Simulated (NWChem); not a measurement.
bromine (Br2); SMILES BrBr

Results from NWChem. Pople sets run with spherical d functions. Structure relaxed at the PBE0/def2-SVP level. Level: PBE/6-31G* with SMD (1 M gas to 1 M solution), gas-phase geometry.

Q: Predict the results for solvent ethyl acetate. Quantities: solvation free energy (kcal/mol); cavity-dispersion-structure term (kcal/mol).

A: 
| Property | Result |
|---|---|
| solvation free energy (kcal/mol) | -3.8 |
| cavity-dispersion-structure term (kcal/mol) | -3.5 |
